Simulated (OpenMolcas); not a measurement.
# Se IV: effect of the basis set

* Program: OpenMolcas
* Method: RASSCF
* Active space: 3 electrons in 9 orbitals (RAS2 4s 4p; RAS3 4d, at most 2 electrons)
* State averaging: 2S+1 = 4 odd, 1 root; 2S+1 = 2 odd, 11 roots; 2S+1 = 4 even, 3 roots; 2S+1 = 2 even, 9 roots
* Spin-orbit coupling: RASSI with atomic mean-field integrals over the reference wave functions, term energies averaged over their components

A. ANO-RCC-VTZP [6s5p3d1f], DKH2, point nucleus; cost about 30 core-seconds
B. ANO-RCC-VQZP [7s6p4d2f1g], DKH2, point nucleus; cost of the order of 19 core-seconds
C. ANO-R2 [6s6p4d3f1g], X2C, finite nucleus; cost about 19 core-seconds
D. ANO-RCC [9s8p6d4f2g], DKH2, point nucleus; cost roughly 40 core-seconds

Energies in cm⁻¹ above 4s² 4p ²P°_1/2, the measured ground level; measured values from Moore, Atomic Energy Levels, vol. II, NSRDS-NBS 35 (1971 reprint of NBS Circular 467, 1952).

```tsv
Level	A	B	C	D	Measured
4s² 4p ²P°_1/2	0.0	0.0	0.0	0.0	0.0
4s² 4p ²P°_3/2	3919	3821	3833	3883	4376
4s 4p² ⁴P_1/2	73823	73754	73975	73765	
4s 4p² ⁴P_3/2	75343	75228	75443	75258	
4s 4p² ⁴P_5/2	77545	77372	77574	77422	
4s 4p² ²D_3/2	102109	102027	101931	101990	104211
4s 4p² ²D_5/2	102389	102296	102212	102271	104706
4s 4p² ²S_1/2	130017	130047	129876	130024	128787
4s 4p² ²P_1/2	139435	139356	139015	139360	136134
4s 4p² ²P_3/2	141619	141490	141155	141527	138354
```

Deviations, from unrounded energies. A percentage is the sum of absolute deviations over the sum of measured energies, with the sign that they share, or ± where signs differ.

```json
{"Against measurement": "mean absolute deviation (cm-1)", "Levels": "6", "A": "2100", "B": "2100", "C": "2000", "D": "2100"}
{"Against measurement": "fine structure of the ground term (%)", "Levels": "1", "A": "-10.4", "B": "-12.7", "C": "-12.4", "D": "-11.3"}
{"Against measurement": "other configurations (%)", "Levels": "5", "A": "±2.0", "B": "±2.0", "C": "±1.9", "D": "±2.0"}
```

A, C lie about equally close to measurement and D furthest from it. The largest miss of C in the table is 4s 4p² ²P_1/2, by +2900 cm-1. The ranking rests on the paired levels alone, and a cruder setting can come out closer through cancelling errors.

Among A to D the level of the table that moves most is 4s 4p² ²P_3/2, by 460 cm-1 (lowest in C, highest in A).

Active for correlation alone: 4d; no level in the range computed is led by a configuration that fills it, so any true level of that kind is missing. Computed and measured levels are paired by configuration, term and J; levels that our copy of the source lacks, or whose pairing is in doubt (as where it misses far off the trend of its configuration), stay unpaired and out of the deviations. Levels of configurations outside the active space are missing. The table leaves out levels that lie high or whose names do not pair safely across all columns.

° marks odd parity.
